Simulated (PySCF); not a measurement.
# From computed data to an observable: chemical shift, span and skew from a shielding tensor

C7H8, SMILES C1=CC2C=CC1C2. Atoms are numbered in the order given.

```xyz
15

C      0.6683    -1.2396     0.5210
C     -0.6683    -1.2396     0.5210
C     -1.1192     0.0000    -0.2755
C     -0.6683     1.2396     0.5210
C      0.6683     1.2396     0.5210
C      1.1192     0.0000    -0.2755
C      0.0000     0.0000    -1.3523
H      1.3401    -1.9353     1.0276
H     -1.3401    -1.9353     1.0276
H     -2.1622     0.0000    -0.6194
H     -1.3401     1.9353     1.0276
H      1.3401     1.9353     1.0276
H      2.1622     0.0000    -0.6194
H      0.0000     0.9056    -1.9782
H      0.0000    -0.9056    -1.9782
```
Charge 0, spin multiplicity 1.

The structure is a stationary point at ωB97X-D3(BJ)/def2-SVP. Other conformers were not sampled.

GIAO shieldings from PySCF with HF/pcSseg-1, non-relativistic, no solvent. The symmetric part of the tensor of C3 has the principal values 139.0, 139.4, 156.7 ppm. The same nucleus in TMS has σ = 192.6 ppm at this level (PySCF, at its B3LYP-D3(BJ)/def2-TZVP geometry).

Problem. Work out the isotropic shielding, the ¹³C shift against TMS, the span and the skew.

Solution. 
σ(iso) = (σ11 + σ22 + σ33)/3 = 145.0 ppm. δ = σ(ref) − σ(iso) = 192.6 − (145.0) = 47.6 ppm.
Span Ω = σ33 − σ11 = 17.7 ppm. Skew κ = 3(σ(iso) − σ22)/Ω = 0.95. Tumbling in solution averages the tensor to δ; in a static solid the shielding alone would spread this spin-1/2 line over Ω.
